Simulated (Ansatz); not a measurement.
Abridged output of a molecular run in Ansatz:

```
Functional definition: HF
1484 factors; integrals over basis functions are off by at most 1.2e-3 eV
mean field evaluation 1: about -20438.0579 eV, gradient 2.5e1 eV
mean field evaluation 2: about -20438.2838 eV, gradient 2.5e1 eV
mean field evaluation 4: about -20440.0934 eV, gradient 3.3e0 eV
mean field evaluation 8: about -20440.1371 eV, gradient 2.8e-1 eV
mean field -20440.13756262 eV, -751.1612006033 hartree, gradient 2.1e-6 eV, S^2 0.000000; 0 other end points of the search recorded, 0 dependent functions left out
11 core orbitals not correlated: weight in the atoms' cores, before any rotation towards them, 1.000 or more for the frozen orbitals, at most 0.000 for the correlated occupied ones
reference -20440.13756262 eV, -751.1612006033 hartree; 18, 18 occupied and 195, 195 virtual orbitals, 1484 factors
second order -25.33654453 eV of doubles, -0.00000000 eV of singles
cycle   1  -25.48323383 eV  change   -1.5e-1 eV  update   1.1e-1
cycle   2  -26.13165835 eV  change   -6.5e-1 eV  update   3.3e-2
cycle   3  -26.24695543 eV  change   -1.2e-1 eV  update   1.7e-2
cycle   4  -26.23475936 eV  change    1.2e-2 eV  update   4.2e-3
cycle   5  -26.23114453 eV  change    3.6e-3 eV  update   1.8e-3
cycle   6  -26.23163917 eV  change   -4.9e-4 eV  update   5.7e-4
cycle   7  -26.23144432 eV  change    1.9e-4 eV  update   2.3e-4
cycle   8  -26.23135758 eV  change    8.7e-5 eV  update   7.5e-5
cycle   9  -26.23139936 eV  change   -4.2e-5 eV  update   3.1e-5
cycle  10  -26.23141277 eV  change   -1.3e-5 eV  update   1.1e-5
perturbative correction -0.91494052 eV, -0.0336234438 hartree
Total energy: -20467.28391590 eV, -752.1588106862 hartree
```

Its atoms:

```xyz
9

F     1.331   -1.497   -0.494
C     1.049   -0.339   -1.186
S    -0.713    0.012   -1.258
Sn   -1.101    0.380    1.093
H     1.385   -0.463   -2.217
H     1.596    0.474   -0.705
H    -2.508    1.333    1.192
H    -1.313   -1.104    1.900
H     0.275    1.204    1.675
```

(1) Which basis set was used?
A. cc-pV(D+d)Z
B. def2-SVP
C. def2-QZVPP
D. def2-TZVPP

(2) Write the keys of the input that set method, charge and spin (a neutral closed shell needs none for the last two).

Answers

(1) D. It gives 224 functions.

(2) 
```yaml
correlation: {method: ccsd_t}
```
